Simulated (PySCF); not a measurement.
Heteronuclear NMR

Atoms are numbered as in `[F:1][CH:2]([F:3])[SiH3:4]`; H(Xn) means a hydrogen on atom n.

[PySCF 2.14: PBE0-D3(BJ)/def2-TZVP geometry; σ from GIAO-B97-2/pcSseg-2; no solvent model; non-relativistic Hamiltonian; rapidly exchanging positions averaged; one conformer]

(1) What are the ¹⁹F shifts?

(2) Predict the ²⁹Si NMR data.

Answers

(1) 
```json
{"atoms": "F1/F3", "environment": "fluorine of a CF2 group", "σ (ppm)": "320.0", "δ (ppm)": "-130.8"}
```

Shieldings were converted by a linear fit to measured shifts: ¹⁹F (scatter 4.2 ppm rms, 5.7 ppm with the 8 outliers that the fit left out vs CFCl3, solution or neat liquid, with a term for F on sp3 carbon). Occasional misses reach two or three times the rms, and more in compound classes unlike the fitted ones.

On a 500 MHz spectrometer ¹⁹F resonates near 470.5 MHz, so 1 ppm is 470.5 Hz.

(2) 
```
atoms               environment  σ (ppm)  δ (ppm)
  Si4  silicon bonded to C, 3 H    419.3    -71.8
```

Shieldings were converted by a linear fit to measured shifts: ²⁹Si: δ = 302.65 − 0.893σ (rms 6.0 ppm, 44 shifts, 28.9 ppm with the 5 outliers that the fit left out vs TMS, solution or neat liquid). Occasional misses reach two or three times the rms, and more in compound classes unlike the fitted ones.

On a 400 MHz spectrometer ²⁹Si resonates near 79.5 MHz, so 1 ppm is 79.5 Hz.
